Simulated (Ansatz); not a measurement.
Reaction (ligand exchange at the Al–C bond): `[CH3][AlH][TeH]` + `N[SiH3]` → `[SiH3][NH][AlH][TeH]` + CH₄

Gas-phase electronic energies from Ansatz, PBE0-D4/def2-TZVP geometries. CCSD(T)/CBS adds triple-zeta CCSD(T) − MP2 to the extrapolated MP2 energy (def2 sets, frozen cores). This one scheme is used for every species. DFT in def2-TZVPP. def2 core potentials past Kr. For Te outer-core shells are correlated without core-valence functions, which leaves a few kJ/mol of doubt a bond. One conformer a species, not always the lowest.

`[CH3][AlH][TeH]`:

Z-matrix (Å, degrees):
```
C
Al 1 1.947
H 1 1.092 2 113.0
H 1 1.095 2 110.5 3 121.1
H 1 1.095 2 110.4 3 -121.1
Te 2 2.533 1 118.5 3 -0.3
H 2 1.584 1 123.8 3 179.7
H 6 1.657 2 91.2 1 179.9
```

`N[SiH3]`:

Cartesian coordinates in Å:
```
N 0.958 -0.020 0.468
Si -0.554 0.103 -0.343
H 1.590 -0.769 0.233
H 1.017 0.198 1.449
H -0.299 0.000 -1.803
H -1.569 -0.937 0.005
H -1.144 1.425 -0.009
```

`[SiH3][NH][AlH][TeH]`:

```xyz
10

Si   -1.502   -0.069   -0.320
N     0.107   -0.355   -0.875
Al    1.719   -0.130   -0.151
Te    2.066    0.791    2.176
H    -2.316   -1.317   -0.315
H    -1.426    0.458    1.065
H    -2.217    0.923   -1.171
H     0.147   -0.731   -1.815
H     2.987   -0.525   -1.006
H     0.434    0.954    2.411
```

CH₄:

Z-matrix (Å, degrees):
```
C
H 1 1.090
H 1 1.090 2 109.5
H 1 1.090 2 109.5 3 -120.0
H 1 1.090 2 109.5 3 120.0
```

```csv
level,ΔE (eV)
ωB97X-V,-1.08
PBE,-0.99
r2SCAN,-1.08
PBE0,-1.00
HF/def2-QZVPP,-1.10
HF/CBS(def2),-1.11
MP2/CBS(def2),-1.15
CCSD/CBS(def2),-1.11
```

Q: What does CCSD(T)/CBS give? (Best estimate.)

A: Computed: -1.12 eV. The listed levels differ from it by 0.04, 0.13, 0.04, 0.12, 0.02, 0.01, -0.03, 0.01 eV.

Largest T1 diagnostic among the species: 0.011.

The D4 term adds −0.08 eV with B3LYP and −0.05 eV with PBE0; it sums over pairs of atoms, weighted by their polarisabilities, and B3LYP, whose exchange is more repulsive, gets the larger term.

B3LYP here is the variant with VWN-RPA as its local correlation; programs differ in this.
